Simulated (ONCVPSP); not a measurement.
## Pseudopotential generation for P (Z = 15): ONCV, LDA (Perdew-Wang 92), scalar-relativistic.

The input file (ONCVPSP 4.0.1):

```
# ATOM AND REFERENCE CONFIGURATION
# atsym  z   nc   nv     iexc    psfile
  P 15.00    3    2  -001012      upf
#
#   n    l    f
    1    0    2.00
    2    0    2.00
    2    1    6.00
    3    0    2.00
    3    1    2.50
#
# PSEUDOPOTENTIAL AND OPTIMIZATION
# lmax
    1
#
#   l,   rc,      ep,       ncon, nbas, qcut
    0    1.65    0.00    5    9    4.10
    1    1.40    0.00    4    7    5.10
#
# LOCAL POTENTIAL
# lloc, lpopt,  rc(5),   dvloc0
    4    3    1.30    2.00
#
# VANDERBILT-KLEINMAN-BYLANDER PROJECTORs
# l, nproj, debl
    0    2    2.00
    1    2    0.30
#
# MODEL CORE CHARGE
# icmod, fcfact, rcfact
    0    0.00    0.00
#
# LOG DERIVATIVE ANALYSIS
# epsh1, epsh2, depsh
   -2.00    5.00    0.02
#
# OUTPUT GRID
# rlmax, drl
    6.00    0.01
#
# TEST CONFIGURATIONS
# ncnf
    4
# nvcnf
#   n    l    f
    2
    3    0    2.00
    3    1    3.00
#
    2
    3    0    2.00
    3    1    2.00
#
    2
    3    0    2.00
    3    1    1.00
#
    2
    3    0    2.00
    3    1    0.00
#
```

Command:

```bash
oncvpsp.x < P.dat > P.out
```

Resulting log (shortened: citation, most of the input echo, consistency checks and plot data are left out):

```
ONCVPSP  (Optimized Norm-Conservinng Vanderbilt PSeudopotential)
scalar-relativistic version 4.0.1

#   n    l    f        energy (Ha)
    1    0    2.00    -7.6480656E+01
    2    0    2.00    -6.5467365E+00
    2    1    6.00    -4.7599634E+00
    3    0    2.00    -6.7861524E-01
    3    1    2.50    -3.5827485E-01

Reference configufation results
  iterations    21
  all-electron total energy (Ha)   -3.40648212D+02

Begin loop to  construct optimized pseudo wave functions
and semi-local pseudopoentials for all angular momenta

   Wellstate for l =  0  n =  5
     eigenvalue =   1.3214
     asymptotic potential =   1.8214
     half-point radius =  4.2546

Calculating optimized projector #   1

 for l=   0

    Fraction of norm inside rc  0.434907
    Optimizing pswf for qcut=   4.09 a_B^-1,  ecut=   8.36 Ha
    Residual kinetic energy error=  3.32D-03 Ha

    Energy error per electron        Cutoff
         Ha          eV             Ha
         0.01000     0.27211        6.61
         0.00100     0.02721       16.54
         0.00010     0.00272       66.26
         0.00001     0.00027       80.94

Calculating optimized projector #   2

 for l=   0

    Fraction of norm inside rc  0.092023
    Optimizing pswf for qcut=   4.09 a_B^-1,  ecut=   8.36 Ha
    Residual kinetic energy error=  5.12D-03 Ha

    Energy error per electron        Cutoff
         Ha          eV             Ha
         0.01000     0.27211        7.30
         0.00100     0.02721       16.60
         0.00010     0.00272       64.87
         0.00001     0.00027      105.86

WARNING wellstate: negative energy specified for n= 4 l=  1
WARNING scattering state with energy  0.25000000
WARNING will be used for the first projector

   Wellstate for l =  1  n =  4
     eigenvalue =   0.2500
     asymptotic potential =   0.7500
     half-point radius =  5.6080

Calculating optimized projector #   1

 for l=   1

    Fraction of norm inside rc  0.172043
    Optimizing pswf for qcut=   5.10 a_B^-1,  ecut=  13.02 Ha
    Residual kinetic energy error=  3.17D-04 Ha

    Energy error per electron        Cutoff
         Ha          eV             Ha
         0.01000     0.27211        3.20
         0.00100     0.02721        4.88
         0.00010     0.00272       59.67
         0.00001     0.00027       76.71

Calculating optimized projector #   2

 for l=   1

    Fraction of norm inside rc  0.084390
    Optimizing pswf for qcut=   5.10 a_B^-1,  ecut=  13.02 Ha
    Residual kinetic energy error=  1.92D-03 Ha

    Energy error per electron        Cutoff
         Ha          eV             Ha
         0.01000     0.27211        3.39
         0.00100     0.02721       21.78
         0.00010     0.00272       80.40
         0.00001     0.00027      100.95

Construct Vanderbilt / Kleinmman-Bylander projectors

B matrix Hermiticity error, ll=   0
   1   2   -9.4921E-05

  Orthonormal projector coefficients  5.0955E+00  1.1070E+00

B matrix Hermiticity error, ll=   1
   1   2    1.8009E-05

  Orthonormal projector coefficients -1.0694E+02  9.4877E-01

Pseudoatom total energy   -6.269546

Diagnostic tests using Vanderbilt-Kleinman-Bylander pseudopotentials
  1 or more projectors used as specified by nproj input data

   l    rcore       rmatch      e in        delta e   norm test  slope test

   0   1.6596935   1.7100854  -0.6786152  -0.0000036   1.0000333   1.0000570
   0   1.6596935   1.7100854   1.3213848   0.0000004   1.0001816   1.0001816

   1   1.4037327   1.4463531  -0.3582749   0.0000038   1.0000301   1.0000212
   1   1.4037327   1.4463531   0.2500000   0.0000125   1.0001169   1.0001169

 Testing for bound ghosts
   n   l    E NL Schr. Eq   E Basis Diag.   E Cutoff

   1   0       -0.678619       -0.675420    126.07

       1                      -67.762606    111.59  WARNING - GHOST(-)
   2   1       -0.358271       -0.316149    111.59

 Testing for highly-localized positive-energy ghosts
       l    <radius>/rc     E Basis Diag.   E Cutoff

       0        0.994767        6.765374    126.07  WARNING - GHOST(+)

Test configuration 0

   n   l     f        eae           eps        diff
   1   0  2.0000  -76.48065564
   2   0  2.0000   -6.54673647
   2   1  6.0000   -4.75996336
   3   0  2.0000   -0.67861524   -0.67861884   -3.60D-06
   3   1  2.5000   -0.35827485   -0.35827104    3.81D-06

    Total energies and differences
      AE_ref= -3.40648212D+02  AE_tst= -3.40648212D+02  dif=  0.00D+00
      PS_ref= -6.26954598D+00  PS_tst= -6.26954598D+00  dif= -1.78D-15
      PSP excitation error=  1.78D-15

Test configuration 1

   n   l     f        eae           eps        diff
   1   0  2.0000  -76.29386425
   2   0  2.0000   -6.36303011
   2   1  6.0000   -4.57593588
   3   0  2.0000   -0.51509877   -0.51518961   -9.08D-05
   3   1  3.0000   -0.20567720   -0.20571340   -3.62D-05

    Total energies and differences
      AE_ref= -3.40648212D+02  AE_tst= -3.40788524D+02  dif= -1.40D-01
      PS_ref= -6.26954598D+00  PS_tst= -6.40987907D+00  dif= -1.40D-01
      PSP excitation error=  2.12D-05

Test configuration 2

   n   l     f        eae           eps        diff
   1   0  2.0000  -76.69251467
   2   0  2.0000   -6.75345393
   2   1  6.0000   -4.96718825
   3   0  2.0000   -0.85702788   -0.85675572    2.72D-04
   3   1  2.0000   -0.52553780   -0.52534188    1.96D-04

    Total energies and differences
      AE_ref= -3.40648212D+02  AE_tst= -3.40427834D+02  dif=  2.20D-01
      PS_ref= -6.26954598D+00  PS_tst= -6.04919577D+00  dif=  2.20D-01
      PSP excitation error=  2.82D-05

Test configuration 3

   n   l     f        eae           eps        diff
   1   0  2.0000  -77.18409326
   2   0  2.0000   -7.22761437
   2   1  6.0000   -5.44299769
   3   0  2.0000   -1.24992856   -1.24797789    1.95D-03
   3   1  1.0000   -0.89633635   -0.89475689    1.58D-03

    Total energies and differences
      AE_ref= -3.40648212D+02  AE_tst= -3.39720632D+02  dif=  9.28D-01
      PS_ref= -6.26954598D+00  PS_tst= -5.34269380D+00  dif=  9.27D-01
      PSP excitation error=  7.28D-04

Test configuration 4

   n   l     f        eae           eps        diff
   1   0  2.0000  -77.75925623
   2   0  2.0000   -7.77448493
   2   1  6.0000   -5.99247477
   3   0  2.0000   -1.68103356   -1.67437121    6.66D-03

    Total energies and differences
      AE_ref= -3.40648212D+02  AE_tst= -3.38622218D+02  dif=  2.03D+00
      PS_ref= -6.26954598D+00  PS_tst= -4.24756215D+00  dif=  2.02D+00
      PSP excitation error=  4.01D-03
```

Note: ghosts flagged at negative energy: p at -1843.9 eV; GHOST(+) flagged for s at 184.1 eV. A true bound ghost makes a file unfit for plane-wave use.

The run took about 3.3 s on one core of a shared server CPU.
